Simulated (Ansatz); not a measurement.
One geometry of C2H5ClZn, SMILES `[CH3][Zn][CH2]Cl`, several functionals.

```yaml
crystal:
  periodic: [false, false, false]
  atoms:
    - {symbol: C, position_ang: [-0.327043, 1.645752, -1.025269]}
    - {symbol: Zn, position_ang: [0.076915, 0.095802, 0.060984]}
    - {symbol: C, position_ang: [0.442581, -1.513688, 1.112005]}
    - {symbol: Cl, position_ang: [-0.439861, -2.857368, 0.289659]}
    - {symbol: H, position_ang: [-1.007420, 1.381701, -1.838392]}
    - {symbol: H, position_ang: [-0.800853, 2.428449, -0.427887]}
    - {symbol: H, position_ang: [0.582379, 2.061134, -1.466177]}
    - {symbol: H, position_ang: [0.070207, -1.481194, 2.135534]}
    - {symbol: H, position_ang: [1.491596, -1.806887, 1.142441]}
basis:
  gaussian: {orbitals: def2-TZVPP}
hamiltonian: {xc: {name: B2PLYP}}
correlation: {frozen_orbitals: {C: 1, Cl: 5, H: 0, Zn: 9}}
```

```sh
$ ansatz run in.yaml --threads 4 --pin off --events-out ev --progress --plain --max-ram 10444MiB
```

Shortened log:

```
Functional definition: B2PLYP
1452 factors; integrals over basis functions are off by at most 9.0e-4 eV
mean field evaluation 1: about -63070.6117 eV, gradient 5.4e1 eV
mean field evaluation 2: about -63070.7879 eV, gradient 5.4e1 eV
mean field evaluation 4: about -63076.4163 eV, gradient 1.3e1 eV
mean field evaluation 8: about -63076.5360 eV, gradient 8.2e-1 eV
mean field evaluation 16: about -63076.5369 eV, gradient 2.3e-4 eV
mean field -63076.53686183 eV, -2318.0199748601 hartree, gradient 4.8e-6 eV, S^2 0.000000; 0 other end points of the search recorded, 0 dependent functions left out
16 core orbitals not correlated: weight in the atoms' cores, before any rotation towards them, 1.000 or more for the frozen orbitals, at most 0.000 for the correlated occupied ones
reference -63076.53703972 eV, -2318.0199813973 hartree; 16, 16 occupied and 206, 206 virtual orbitals, 1452 factors
second order -34.54814301 eV of doubles, -0.00000000 eV of singles
Total energy: -63085.86503833 eV, -2318.3627790236 hartree
```

It took 8.5 s on 4 threads of an Arm Neoverse N1 on a shared host, with 0.6 GiB of host memory at the peak.

With the line `hamiltonian: {xc: {name: B3LYP}, dispersion: d4}` and forces (abridged; 8 s):

```
Functional definition: B3LYP
mean field evaluation 16: about -63101.1138 eV, gradient 2.7e-4 eV
mean field -63101.11377408 eV, -2318.9231597263 hartree, gradient 1.4e-5 eV, S^2 0.000000
Total energy: -63101.36518509 eV, -2318.9323989105 hartree
Atom 0 force    -0.050964     0.168184    -0.127549 eV/Å
Atom 1 force     0.026443     0.012762     0.033269 eV/Å
Atom 2 force     0.246614     0.136276     0.308689 eV/Å
Atom 3 force    -0.206354    -0.328462    -0.187715 eV/Å
Atom 4 force     0.033978     0.019069     0.038520 eV/Å
Atom 5 force     0.023038    -0.035693    -0.032381 eV/Å
Atom 6 force    -0.046442    -0.017304     0.019793 eV/Å
Atom 7 force     0.041545     0.009992    -0.064500 eV/Å
Atom 8 force    -0.067857     0.035175     0.011872 eV/Å
Dipole moment:     0.184645     0.373607     0.141772 e Å
```

Changing it to `hamiltonian: {xc: {name: wB97M-V}}` and forces (abridged; 19 s):

```
Functional definition: wB97M-V
mean field evaluation 16: about -63094.5260 eV, gradient 1.2e-4 eV
mean field -63094.52596630 eV, -2318.6810622558 hartree, gradient 3.7e-5 eV, S^2 0.000000
Total energy: -63094.52601853 eV, -2318.6810641753 hartree
Atom 0 force    -0.004773     0.020492    -0.013277 eV/Å
Atom 1 force    -0.004343    -0.033162     0.004311 eV/Å
Atom 2 force     0.134968     0.140069     0.147629 eV/Å
Atom 3 force    -0.084619    -0.116236    -0.083068 eV/Å
Atom 4 force     0.054705     0.042102     0.058008 eV/Å
Atom 5 force     0.035228    -0.047560    -0.064961 eV/Å
Atom 6 force    -0.083012    -0.016412     0.023951 eV/Å
Atom 7 force     0.054227    -0.012641    -0.090971 eV/Å
Atom 8 force    -0.102381     0.023348     0.018378 eV/Å
Dipole moment:     0.188478     0.375981     0.146473 e Å
```

With the line `hamiltonian: {xc: r2scan, dispersion: d4}` and forces (abridged; 7.5 s):

```
Functional definition: r2SCAN
mean field evaluation 16: about -63096.5582 eV, gradient 6.3e-4 eV
mean field -63096.55820743 eV, -2318.7557457399 hartree, gradient 1.3e-5 eV, S^2 0.000000
Total energy: -63096.59596507 eV, -2318.7571333074 hartree
Atom 0 force     0.023215    -0.110647     0.069912 eV/Å
Atom 1 force    -0.011396    -0.013781    -0.012150 eV/Å
Atom 2 force     0.113067     0.298424     0.064346 eV/Å
Atom 3 force    -0.128146    -0.158330    -0.131537 eV/Å
Atom 4 force     0.012151     0.007854     0.013381 eV/Å
Atom 5 force     0.008977    -0.014349    -0.012039 eV/Å
Atom 6 force    -0.017626    -0.007284     0.007965 eV/Å
Atom 7 force     0.006824    -0.002587    -0.004756 eV/Å
Atom 8 force    -0.007067     0.000700     0.004878 eV/Å
Dipole moment:     0.183357     0.377984     0.138494 e Å
```

B3LYP takes the VWN-RPA correlation (the form of Gaussian; ORCA's B3LYP/G).
